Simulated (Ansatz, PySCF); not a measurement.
This singlet lies 1.94 eV below the relaxed triplet at the level B3LYP/cc-pVTZ // PBE0-D3(BJ)/def2-TZVP (Ansatz, a program for electronic structure).

```xyz
7

C      2.1271     0.0807     0.1151
C      0.9947    -0.2362    -0.1754
Si    -0.6167    -0.9066    -0.8123
N     -1.6399     0.0330     0.1763
H      3.1197     0.3675     0.3792
H     -2.6426    -0.0505     0.1208
H     -1.3423     0.7122     0.8599
```

Charge 0, multiplicity 1.

Problem. Give the Mulliken and meta-Löwdin atomic charges from PBE0-D3(BJ)/def2-TZVP (PySCF).

Solution. 
```csv
atom,Mulliken (e),meta-Löwdin (e)
C1,-0.22,-0.17
C2,-0.14,-0.29
Si3,0.24,0.43
N4,-0.55,-0.64
H5,0.18,0.18
H6,0.24,0.25
H7,0.25,0.24
```
